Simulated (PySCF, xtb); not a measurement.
Be(OH)(NMe2) (C2H7BeNO), SMILES [Be]([OH])[N](C)C.

GFN2-xTB (xtb 6.7.1) at its own geometry gives an orbital gap of 5.97 eV and a dipole moment of 1.24 D.

The structure is a stationary point at PBE0-D3(BJ)/def2-SVP. The structure was generated by enumeration; whether it is a known compound was not checked. One conformer was computed; it need not be the lowest.

Question: What does PySCF with PBE/def2-TZVP give? (The exact figures need the calculation; the answer reports its results.)

Answer: gap 4.02 eV (levels -4.81 and -0.80 eV), dipole 1.13 D.
